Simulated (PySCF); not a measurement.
## Sc: electron affinity

Sc⁻ [Ar] 3d2 4s2 (3F) → Sc [Ar] 3d1 4s2 (2D), as a difference of total energies. Computed with PySCF 2.14 in aug-cc-pVTZ-DK, with scalar relativity by spin-free X2C-1e. Correlated levels: valence: [Ar] frozen. The calculations carry no spin-orbit coupling.

| method | electron affinity (eV) |
| --- | --- |
| UHF | -1.283 |
| MP2 (valence) | -1.234 |
| SCS-MP2 (valence) | -1.468 |
| CCSD (valence) | -0.833 |
| CCSD(T) (valence) | -0.692 |

The configuration of this anion was assumed by filling the next shell in order. It is not the known or likely ground configuration (Ca⁻, Sr⁻ and Ba⁻, for instance, bind a p electron), so these values are not the electron affinity of the element.

A negative affinity means that the anion lies above the atom at that level of theory.

The coupled-cluster amplitudes are large for Sc⁻ (T1 above 0.03 or a double amplitude above 0.15), so a single reference is strained.
